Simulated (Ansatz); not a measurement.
Species: CH₃F₃Ge, net charge 0, singlet state. 
Geometry from a B3LYP-D3(BJ)/def2-TZVP (Ansatz, a program for electronic structure) optimisation:
```xyz
8

C     -1.9206    -0.0137     0.1074
Ge    -0.0001     0.0000     0.0000
F      0.7689    -0.1770     1.5335
F      0.6360    -1.2674    -0.9816
F      0.6342     1.4589    -0.6660
H     -2.2459    -0.9600     0.5348
H     -2.2471     0.8096     0.7397
H     -2.3333     0.1019    -0.8928
```

Basis-set convergence of Hartree-Fock and CCSD(T) correlation energies (hartree) with Ansatz. Cores are frozen in the correlated levels unless marked. Spin-orbit coupling is left out. Frozen are the shells of the preceding noble gas and the d and f shells that filled before the atom's block. Non-relativistic.

```
basis        functions        E(HF)  E(corr, CCSD(T))
-----------  ---------  -----------  ----------------
aug-cc-pVDZ        155  -2413.44940          -0.91234
aug-cc-pVTZ        312  -2413.61997          -1.12539
aug-cc-pVQZ        551  -2413.64913          -1.19777
```

Extrapolating the two largest sets (X = 3 and 4) as X^-3: E(corr) = (64·(-1.19777) - 27·(-1.12539))/37 = -1.2506 Eh, an estimate of the basis-set limit. The largest set recovers 95.8 % of it, the smallest 73.0 %.
